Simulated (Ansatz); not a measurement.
Reaction (homolysis of the Br–C bond): `CCC(C)Br` → Br• + `C[CH]CC`•

Computed with Ansatz on PBE0-D4/def2-TZVP structures; ΔE is electronic, products minus reactants. CCSD(T)/CBS adds triple-zeta CCSD(T) − MP2 to the extrapolated MP2 energy (def2 sets, frozen cores). DFT in def2-TZVPP. No spin–orbit coupling; open shells (•) take unrestricted orbitals. Spin–orbit coupling would lower the free atoms: clearly for Br. For Br outer-core shells are correlated without core-valence functions, so the limit isn't a true one: a few kJ/mol of doubt a bond, and 10 to 20 or more in all where bonds break to atoms. Scalar relativity is left out up to krypton. One conformer a species, not always the lowest.

```
       level  ΔE (eV)
        PBE0     3.16
HF/CBS(def2)     1.82
```

(1) What does CCSD(T)/CBS give? (An estimate is asked.)

Largest T1 diagnostic among the species: 0.011.

Results:

(1) The calculation gave: +3.47 eV. The listed levels differ from it by -0.31, -1.65 eV.

From PBE to PBE0 (25 % exact exchange), in def2-TZVPP and without D4, ΔE moves by −0.08 eV: exact exchange takes away binding that semilocal exchange gives to molecules. In def2-TZVPP, CCSD(T) changes the Hartree–Fock value by +1.47 eV (the triples alone add +0.17 eV) and MP2 by +1.75 eV; breaking electron pairs costs correlation energy, which Hartree–Fock lacks. At CCSD(T), def2-SVP lies −0.42 eV from the extrapolated value and def2-TZVPP −0.17 eV: correlation converges slowly with the basis, and small sets miss more of it in the bonded molecule than in its fragments.

CCSD(T)/CBS has its own doubt, a few kJ/mol and more with outer-core shells, so smaller differences from it don't rank the levels.
